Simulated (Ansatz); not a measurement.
Frontier orbitals of C2H2OZn (`C1=[CH][Zn][O]1`).

Total charge 0; spin multiplicity 1. For Zn the d shell is correlated and the shells below it are frozen. Scalar relativity is left out up to krypton. Geometry: relaxed with PBE0-D4/def2-TZVP. Basis def2-TZVPP, Ansatz.

```tsv
functional	HOMO (eV)	LUMO (eV)
revPBE	-4.82	-3.70
```

Give HOMO and LUMO (eV) with LDA (SPW92), PBE, BLYP, r2SCAN, B97M-V, PBE0, B3LYP, r2SCANh, r2SCAN0, HSE06 (plane-wave form), BHLYP, CAM-B3LYP, LC-ωPBE, ωB97X-V, ωB97M-V, HF. (Best estimate.)

Ansatz gave: 
| functional | HOMO | LUMO |
| --- | --- | --- |
| LDA (SPW92) | -5.15 | -4.00 |
| PBE | -4.91 | -3.79 |
| BLYP | -4.81 | -3.77 |
| r2SCAN | -5.08 | -3.66 |
| B97M-V | -5.10 | -3.83 |
| PBE0 | -5.96 | -3.06 |
| B3LYP | -5.82 | -3.36 |
| r2SCANh | -5.49 | -3.39 |
| r2SCAN0 | -6.10 | -2.98 |
| HSE06 (plane-wave form) | -5.56 | -3.42 |
| BHLYP | -6.95 | -2.41 |
| CAM-B3LYP | -7.29 | -2.25 |
| LC-ωPBE | -8.48 | -1.13 |
| ωB97X-V | -8.17 | -1.22 |
| ωB97M-V | -8.13 | -1.35 |
| HF | -8.29 | -0.54 |

B3LYP here is the variant with VWN-RPA as its local correlation; programs differ in this. LC-ωPBE has ω = 0.4 bohr⁻¹.
